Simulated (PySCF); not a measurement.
ethylene (C2H4), singlet, at a GFN2-xTB geometry. Base run: MP2/6-31G** run with PySCF.

The PySCF input:
```python
from pyscf import gto, scf, mp

mol = gto.M(
    atom='''
C    -0.01328681   -0.00656652    0.65800535
C     0.01328681    0.00656652   -0.65800535
H    -0.02089650    0.90169144    1.23822259
H    -0.02873771   -0.92622134    1.21982272
H     0.02873771    0.92622134   -1.21982272
H     0.02089650   -0.90169144   -1.23822259
''',
    basis='6-31g**',
    verbose=4,
)

mf = scf.RHF(mol)
mf.kernel()

pt = mp.MP2(mf, frozen=2)
pt.kernel()
print('E(MP2) = %.10f' % pt.e_tot)
```

Variants of this job, named by their change:

```json
[
 {"change": "base", "basis functions": "48", "E (Eh)": "-78.31384", "MP2 correlation (Eh)": "-0.27513", "SCF-reference HOMO (eV)": "-10.19", "SCF-reference HOMO-LUMO gap (eV)": "15.17"},
 {"change": "basis = 3-21G", "basis functions": "26", "E (Eh)": "-77.78045", "MP2 correlation (Eh)": "-0.17952", "SCF-reference HOMO (eV)": "-10.33", "SCF-reference HOMO-LUMO gap (eV)": "15.40"},
 {"change": "basis = def2-SV(P)", "basis functions": "36", "E (Eh)": "-78.21111", "MP2 correlation (Eh)": "-0.24548", "SCF-reference HOMO (eV)": "-10.39", "SCF-reference HOMO-LUMO gap (eV)": "15.00"},
 {"change": "basis = 6-31G*", "basis functions": "36", "E (Eh)": "-78.28155", "MP2 correlation (Eh)": "-0.25021", "SCF-reference HOMO (eV)": "-10.20", "SCF-reference HOMO-LUMO gap (eV)": "15.20"},
 {"change": "basis = def2-SVP", "basis functions": "48", "E (Eh)": "-78.25126", "MP2 correlation (Eh)": "-0.27341", "SCF-reference HOMO (eV)": "-10.36", "SCF-reference HOMO-LUMO gap (eV)": "14.96"},
 {"change": "basis = pcseg-1", "basis functions": "48", "E (Eh)": "-78.28998", "MP2 correlation (Eh)": "-0.27388", "SCF-reference HOMO (eV)": "-10.36", "SCF-reference HOMO-LUMO gap (eV)": "14.64"},
 {"change": "basis = pc-1", "basis functions": "48", "E (Eh)": "-78.29135", "MP2 correlation (Eh)": "-0.27398", "SCF-reference HOMO (eV)": "-10.36", "SCF-reference HOMO-LUMO gap (eV)": "14.63"},
 {"change": "basis = 6-311G**", "basis functions": "60", "E (Eh)": "-78.34361", "MP2 correlation (Eh)": "-0.28891", "SCF-reference HOMO (eV)": "-10.31", "SCF-reference HOMO-LUMO gap (eV)": "14.83"},
 {"change": "basis = def2-SVPD", "basis functions": "72", "E (Eh)": "-78.26564", "MP2 correlation (Eh)": "-0.28545", "SCF-reference HOMO (eV)": "-10.40", "SCF-reference HOMO-LUMO gap (eV)": "13.40"},
 {"change": "basis = 6-311+G(2d,p)", "basis functions": "78", "E (Eh)": "-78.36113", "MP2 correlation (Eh)": "-0.30198", "SCF-reference HOMO (eV)": "-10.35", "SCF-reference HOMO-LUMO gap (eV)": "12.63"},
 {"change": "basis = aug-pcseg-1", "basis functions": "82", "E (Eh)": "-78.30230", "MP2 correlation (Eh)": "-0.28445", "SCF-reference HOMO (eV)": "-10.35", "SCF-reference HOMO-LUMO gap (eV)": "11.28"},
 {"change": "basis = def2-TZVP", "basis functions": "86", "E (Eh)": "-78.38840", "MP2 correlation (Eh)": "-0.32294", "SCF-reference HOMO (eV)": "-10.36", "SCF-reference HOMO-LUMO gap (eV)": "14.32"},
 {"change": "basis = pc-2", "basis functions": "116", "E (Eh)": "-78.39513", "MP2 correlation (Eh)": "-0.33036", "SCF-reference HOMO (eV)": "-10.37", "SCF-reference HOMO-LUMO gap (eV)": "13.68"}
]
```

Totals compare only among sets that treat the same electrons; sets with core potentials leave the core out.
